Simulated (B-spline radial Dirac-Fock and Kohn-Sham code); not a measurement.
# Relativistic shifts of the levels of Sb²⁸⁺

System: the Sb²⁸⁺ ion, configuration [Ar] 3d5.

Both columns are ΔSCF binding energies of the configuration average from a radial B-spline solver: non-relativistic Hartree-Fock with a point nucleus, and Dirac-Fock with a finite nucleus and the Coulomb interaction alone, averaged over the two j levels with weights 2j+1.

```
shell  Hartree-Fock (eV)  Dirac-Fock (eV)  shift (eV)  shift (%)
   1s            30690.1          31822.9    +1132.78      +3.69
   2s             5625.6           5912.4     +286.79      +5.10
   2p             5338.2           5427.2      +88.98      +1.67
   3s             1915.5           1988.2      +72.70      +3.80
   3p             1796.1           1823.5      +27.34      +1.52
   3d             1609.5           1607.3       -2.24      -0.14
```

Relativity binds 1s, 2s, 2p, 3s, 3p more strongly, among those listed most of all 2s in relative terms, and 3d more weakly, because the contracted s and p shells screen the nucleus better.

Values without a named source are computed, but for edge energies of neutral atoms, which are taken from tables.
